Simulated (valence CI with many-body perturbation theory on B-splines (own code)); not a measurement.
Nb XXIX: one-electron terms

Method: relativistic CI+MBPT: three valence electrons over a frozen Dirac-Fock core [Ne], a basis of 11 s, 11 p, 9 d, 7 f, 5 g, 2 h, 1 i functions for each j, with the one-electron correlation potential Σ1, the two-electron term Σ2, the three-electron term Σ3, Breit, model QED; selected CI, second order for the rest (own B-spline code, finite nucleus).

The last digits are not significant, and no measured levels were compared; by estimate large intervals hold to a few tenths of a per cent, small ones and those within an open d or f shell to about a per cent.

These are the spectroscopic orbitals of the CI (the correlating ones are not listed), shaped by the core and the other valence electrons. h is the expectation value of the core's Dirac-Fock operator, without the valence repulsion; Σ1 is computed up to l = 3 at one energy for each symmetry, that of its lowest orbital but kept below the first core excitation, so for empty shells it is not the orbital's own correlation shift; Breit and QED include the response of the core.

```tsv
Orbital	h (hartree)	Σ1 (cm⁻¹)	Breit (cm⁻¹)	QED (cm⁻¹)	⟨r⟩ (bohr)
3s1/2	-61.916	-6135	5532	3985	0.3839
4s1/2	-33.448	-2024	2138	1579	0.7144
5s1/2	-20.912	-913	1015	761	1.153
6s1/2	-14.305	-496	566	426	1.692
3p1/2	-59.411	-7640	9122	-187	0.3684
4p1/2	-32.41	-2476	3532	-69.7	0.7087
5p1/2	-20.394	-1135	1723	-33.5	1.153
6p1/2	-14.009	-621	970	-18.7	1.700
3p3/2	-58.518	-7279	5644	195	0.3748
4p3/2	-32.051	-2392	2151	78.9	0.7173
5p3/2	-20.215	-1103	1076	39.3	1.164
6p3/2	-13.907	-605	605	22.4	1.713
3d3/2	-55.222	-8657	3940	-165	0.3289
4d3/2	-30.805	-2390	1428	-58.4	0.6827
5d3/2	-19.606	-1059	682	-27.9	1.139
3d5/2	-55.034	-8348	1792	-48.3	0.3307
4d5/2	-30.723	-2300	645	-11.3	0.6850
5d5/2	-19.564	-1020	312	-4.3	1.141
4f5/2	-30.081	-1916	112	-16.8	0.6052
5f5/2	-19.244	-943	77.8	-9.5	1.068
4f7/2	-30.049	-1888	18.7	2.6	0.6062
5f7/2	-19.227	-927	13.1	0.4	1.069
5g7/2	-19.17		2.1	-3.2	0.9432
5g9/2	-19.161		0.0	2.3	0.9440
```

Among the shells of the start configuration 3s2 3p1, Σ1 is largest in size for 3p1/2, where it is 0.059 % of h.

Lowest root of each symmetry, sizes in configuration state functions:

| J | Parity | Roots | Reference | Variational | Second order | Change by selected CI (cm⁻¹) | Change by second order (cm⁻¹) |
| --- | --- | --- | --- | --- | --- | --- | --- |
| 1/2 | even | 10 | 59 | 7188 | 12092 | -2211 | 0 |
| 3/2 | even | 14 | 92 | 12189 | 14987 | -1544 | 0 |
| 5/2 | even | 12 | 94 | 13864 | 20348 | -2200 | -1 |
| 7/2 | even | 7 | 67 | 12559 | 30769 | -3734 | -1 |
| 9/2 | even | 4 | 41 | 9299 | 13693 | -4769 | -3 |
| 1/2 | odd | 7 | 56 | 6854 | 11603 | -3284 | 0 |
| 3/2 | odd | 12 | 90 | 11598 | 15653 | -3224 | -1 |
| 5/2 | odd | 9 | 86 | 12696 | 29258 | -2462 | -1 |
| 7/2 | odd | 5 | 63 | 11273 | 24381 | -2981 | -2 |
| 9/2 | odd | 2 | 33 | 8664 | 14293 | -2511 | -2 |
